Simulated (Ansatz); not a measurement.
Program: Ansatz. Geometries: PBE0-D4/def2-TZVP. ΔE: electronic, gas phase. CBS: MP2 limit from def2 TZ/QZ plus the TZ coupled-cluster correction, frozen cores. Elements past krypton have def2 core potentials. For Br, In outer-core shells are correlated without core-valence functions, which leaves a few kJ/mol of doubt a bond. Scalar relativity is left out up to krypton. One conformer a species, not always the lowest.

Reaction (redistribution): `C[O][InH][Br]` + `ClB(Cl)Br` → `[Br][InH][Br]` + `COB(Cl)Cl`

`C[O][InH][Br]`:

```xyz
8

C    -1.057   -0.680    0.412
O     0.023   -0.809   -0.478
In    1.410    0.553   -0.753
Br    1.011    2.527    0.678
H    -1.061    0.269    0.962
H    -2.002   -0.754   -0.139
H    -1.029   -1.494    1.146
H     2.704    0.387   -1.829
```

`ClB(Cl)Br`:

```xyz
4

Cl    0.333   -0.758    1.549
B    -0.012    0.018    0.037
Cl   -0.845    1.540    0.009
Br    0.524   -0.800   -1.594
```

`[Br][InH][Br]`:

Cartesian coordinates in Å:
```
Br 1.232 -1.349 -1.438
In -0.033 -0.078 0.237
Br -0.939 2.029 -0.635
H -0.259 -0.603 1.836
```

`COB(Cl)Cl`:

Cartesian coordinates in Å:
```
C -0.922 -0.262 -0.647
O 0.375 -0.574 -0.170
B 1.095 0.161 0.674
Cl 2.689 -0.416 1.116
Cl 0.520 1.678 1.365
H -1.533 -1.161 -0.563
H -1.376 0.550 -0.078
H -0.849 0.024 -1.697
```

```
        species  CCSD(T)/CBS(def2) energy (Eh)
`C[O][InH][Br]`                    -2878.81206
    `ClB(Cl)Br`                    -3517.78256
`[Br][InH][Br]`                    -5337.15310
    `COB(Cl)Cl`                    -1059.50706
```

Problem. Work out ΔE.

Solution. ΔE = (-5337.15310) + (-1059.50706) − (-2878.81206) − (-3517.78256) = -0.06554 Eh = -41.1 kcal/mol.

Largest T1 diagnostic among the species: 0.014.

In def2-TZVPP, CCSD(T) changes the Hartree–Fock value by +9.9 kcal/mol (the triples alone add +1.5 kcal/mol) and MP2 by +10.9 kcal/mol. From BLYP to BHLYP (50 % exact exchange), in def2-TZVPP and without D4, ΔE moves by −6.5 kcal/mol.
